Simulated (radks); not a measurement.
Q: Hg, configuration [Hg]. Method: scalar-relativistic Kohn-Sham, PBE, spin-polarised, spherical densities, point nucleus; computed with a radial shooting solver on a logarithmic mesh with Libxc functionals. Some entries of the table are withheld. Estimate them.

orbital  occ.  eigenvalue (eV)  r(max) (bohr)  <r> (bohr)
1s          2        -83188.20        0.01022     0.01658
2s          2        -14743.34        0.05913     0.06991
2p          6        -12711.02        0.04906     0.06328
3s          2        -3498.632         0.1667      0.1806
3p          6        -2911.591         0.1664      0.1821
3d         10        -2294.716         0.1355      0.1650
4s          2        -769.2557         0.3756      0.3992
4p          6        -576.8411         0.3958      0.4254
4d         10              (1)         0.4028      0.4489
5s          2        -118.1825         0.8274      0.9014
4f         14         -95.8873            (2)      0.4825
5p          6         -66.5159         0.9281       1.040
5d         10          -9.8604          1.163       1.499
6s          2          -6.8169          2.204       2.697

A: 
(1) 4d eigenvalue (eV): -348.7441
(2) 4f r(max) (bohr): 0.3666
